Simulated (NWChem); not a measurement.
Ionisation of hydrogen iodide (HI)

SMILES: I
```xyz
2

I      0.0000     0.0000     0.0302
H      0.0000     0.0000    -1.6026
```
Charge 0, spin multiplicity 1.

Everything below was run with NWChem. All single points use one geometry, from PBE/def2-SVP with def2 effective core potentials on I, a minimum by its harmonic frequencies.

Basis set: def2-TZVP. −ε marks an orbital energy of the parent.

Effective core potentials replace the inner electrons of I; spin-orbit coupling is left out. B3LYP has NWChem's definition, with VWN1-RPA local correlation.

Problem. For the first vertical ionisation energy, −ε(HOMO) of HF gives 10.52 eV and −ε(HOMO) of B3LYP gives 7.68 eV. What do −ε(HOMO) of BHandHLYP, −ε(HOMO) of PBE, −ε(HOMO) of TPSS give?

Solution. −ε(HOMO) of BHandHLYP: 8.92 eV; −ε(HOMO) of PBE: 6.76 eV; −ε(HOMO) of TPSS: 6.87 eV.
